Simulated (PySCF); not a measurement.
**How the method moves the HOMO and LUMO of `CC[SiH2][C@@H](F)[SiH3]`**

Species: C3H11FSi2.
Geometry (PBE0-D3(BJ)/def2-SVP, Å), atoms numbered from 1 in this order:
```
atom  x, y, z in Å
C1     2.607   -0.062   -0.302
C2     1.161    0.420   -0.242
Si3   -0.075   -0.848    0.393
C4    -1.768   -0.011    0.646
F5    -1.583    1.022    1.578
Si6   -2.586    0.717   -0.907
H7     3.284    0.733   -0.653
H8     2.724   -0.916   -0.987
H9     2.967   -0.386    0.687
H10    0.823    0.762   -1.236
H11    1.064    1.296    0.424
H12   -0.248   -1.992   -0.559
H13    0.377   -1.386    1.715
H14   -2.470   -0.747    1.083
H15   -1.705    1.753   -1.521
H16   -3.895    1.341   -0.551
H17   -2.809   -0.388   -1.890
```

Basis pcSseg-1 throughout (PySCF), one geometry. One conformer (not necessarily the lowest) at the PBE0-D3(BJ)/def2-SVP geometry, without solvent, vibrations or thermal averaging.

How do the orbital energies, the gap and the dipole change with the method?

```csv
method,kind,HOMO (eV),LUMO (eV),gap (eV),μ (D),SCF cycles
BLYP,GGA,-6.63,-0.20,6.43,1.15,14
OPBE,GGA,-6.74,-0.22,6.52,1.13,14
PBE,GGA,-6.76,-0.37,6.38,1.13,14
B97-D,GGA,-6.77,-0.21,6.57,1.18,14
KT2,GGA,-6.87,-0.49,6.38,1.18,14
BP86,GGA,-6.87,-0.44,6.43,1.15,13
KT3,GGA,-6.88,-0.37,6.52,1.17,14
LDA,LDA,-6.90,-0.62,6.28,1.21,13
B97-2,global hybrid,-7.93,0.56,8.49,1.29,12
B3LYP,global hybrid,-7.95,0.34,8.29,1.28,12
PBE0,global hybrid,-8.19,0.53,8.72,1.29,12
mPW1PW91,global hybrid,-8.22,0.56,8.79,1.31,12
BHandHLYP,global hybrid,-9.49,1.41,10.90,1.44,12
CAM-B3LYP,range-separated hybrid,-9.55,1.55,11.10,1.35,12
wB97X-D,range-separated hybrid,-10.06,2.31,12.37,1.35,13
LC-wPBE,range-separated hybrid,-10.87,2.73,13.61,1.36,13
HF,Hartree–Fock,-11.51,3.65,15.15,1.60,10
```

The HOMO spans 4.87 eV, from BLYP down to HF, and the gap runs from 6.28 eV (LDA) to 15.15 eV (HF). Over the methods BLYP (0 %), OPBE (0 %), PBE (0 %), B97-D (0 %), KT2 (0 %), BP86 (0 %), KT3 (0 %), LDA (0 %), B97-2 (21 %), B3LYP (20 %), PBE0 (25 %), mPW1PW91 (25 %), BHandHLYP (50 %), HF (100 %), a straight line through the gap against the share of exact exchange rises by 0.88 eV for each 10 % (correlation coefficient 0.999). The dipole ranges from 1.13 D (OPBE) to 1.60 D (HF). This basis has no diffuse functions.

The vertical ΔSCF ionisation energy at B3LYP/def2-SVPD is 10.02 eV; −ε(HOMO) comes closest to it with wB97X-D (10.06 eV).
